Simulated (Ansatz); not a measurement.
Ansatz results at the PBE0-D4/def2-TZVP geometry: zero-point energy (PBE0-D4/def2-TZVP) 223.7 kJ/mol; size of the dipole moment (PBE/def2-TZVPP) 1.38 D; LUMO energy (ωB97M-V/def2-TZVPP) 1.87 eV.

Each molecule was computed in one conformer, which needn't be the lowest.

Which molecule gave them?
A. `CN1C[SiH2]1`
B. `C=C[SiH2]N`
C. `C[SiH](Cl)Cl`
D. `N/C=C/[SiH3]`

B. The others give `C[SiH](Cl)Cl`: 128.9, 1.93, 2.40; `CN1C[SiH2]1`: 227.6, 0.63, 1.58; `N/C=C/[SiH3]`: 222.1, 3.19, 2.30.
